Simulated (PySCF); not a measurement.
Gas-phase equilibrium of 1 mol H₂S, 0.22 mol H₂ at 1800 K and 0.00100 bar, among 9 species (S₂, S₆, H₂S₂, H, H₂S, SH, H₂, S₈, S). Only gases are allowed; each row takes one source of thermochemistry for all species, and Cantera finds the minimum.

Computed with PySCF and rigid-rotor harmonic-oscillator thermochemistry at 1 bar. † marks an energy on the PBE0/def2-TZVP geometry and frequencies; other levels use their own. MP2 and CCSD(T) freeze the core. Open shells (unrestricted) among the columns below: S₂ (multiplicity 3), H (multiplicity 2), SH (multiplicity 2, electronic degeneracy 4), S (multiplicity 3, electronic degeneracy 9); the rest are closed-shell singlets. Spin-orbit splitting is ignored; it lowers the true energy and changes the entropy of SH, S. No R ln 2 is added for the mirror-image form of H₂S₂. MP2 isn't extrapolated to the basis-set limit. CCSD(T) isn't extrapolated to the basis-set limit. The harmonic model lacks anharmonicity and excited electronic states, which grow with temperature; levels with a mode under 35 cm⁻¹ are left out. Internal rotation in H₂S₂ is treated as a harmonic vibration of one conformer, which makes the entropy rough.

Molecules larger than those listed are left out.

With CCSD(T)/def2-SVP† thermochemistry: H₂ 0.60, S 0.16, S₂ 0.16, H 0.021, SH 0.047, H₂S 0.014, H₂S₂ 8.1e-8.

Problem. How far does the composition move with the other sources (HF/def2-TZVP†, M06-2X/def2-TZVP†, MP2/def2-SVP†, PBE0/def2-TZVP, ωB97M-V/def2-TZVP†)?

Solution. 
| thermochemistry | x H₂ | x S | x S₂ | x H | x SH | x H₂S | x H₂S₂ |
|---|---|---|---|---|---|---|---|
| CCSD(T)/def2-SVP† | 0.60 | 0.16 | 0.16 | 0.021 | 0.047 | 0.014 | 8.1e-8 |
| HF/def2-TZVP† | 0.34 | 0.38 | 0.00013 | 0.27 | 0.0073 | 7.0e-5 | 7.5e-12 |
| M06-2X/def2-TZVP† | 0.68 | 0.0099 | 0.27 | 0.012 | 0.014 | 0.0087 | 4.0e-7 |
| MP2/def2-SVP† | 0.61 | 0.100 | 0.20 | 0.044 | 0.031 | 0.012 | 7.0e-8 |
| PBE0/def2-TZVP | 0.68 | 0.0074 | 0.27 | 0.020 | 0.014 | 0.010 | 4.0e-7 |
| ωB97M-V/def2-TZVP† | 0.68 | 0.0090 | 0.27 | 0.012 | 0.018 | 0.016 | 9.2e-7 |
The most sensitive of these is H₂S₂: it spans a factor of 10^5.1 over these rows; at this temperature one factor of ten is RT ln 10 = 34 kJ/mol.
